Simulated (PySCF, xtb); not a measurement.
C₂H₆N, SMILES N(C)[CH2], multiplicity 2.

Harmonic wavenumbers (cm⁻¹) from GFN2-xTB (xtb 6.7.1) at its own minimum, in rising order: 173, 305, 394, 590, 688, 974, 1020, 1096, 1201, 1291, 1365, 1413, 1454, 1476, 1492, 2876, 3003, 3018, 3107, 3153, 3386.

**Question.** What does PySCF with PBE-D3(BJ)/def2-TZVP give at its own minimum? (An estimate is asked for; the answer gives what the named calculation found.)

**Answer.** 198, 322, 378, 576, 624, 948, 1007, 1095, 1215, 1274, 1395, 1417, 1428, 1446, 1485, 2896, 2994, 3049, 3078, 3190, 3487. Paired by order, the mean absolute difference is 25 cm⁻¹ and the zero-point energies are 47.9 and 47.9 kcal/mol.
